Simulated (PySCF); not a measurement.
# How methods differ on the ionisation energy of K

K [Ar] 4s1 (2S) → K⁺ [Ar] (1S), as a difference of total energies. Computed with PySCF 2.14 in cc-pVTZ-X2C (6s5p3d1f, 43 functions), with the spin-free X2C one-electron Hamiltonian (Gaussian nucleus). The calculations carry no spin-orbit coupling.

| method | ionisation energy (eV) |
| --- | --- |
| UHF | 4.023 |
| PBE0 | 4.383 |
| BP86 | 4.474 |

For comparison: 4.341 eV (measured; NIST Atomic Spectra Database, ionization energies).
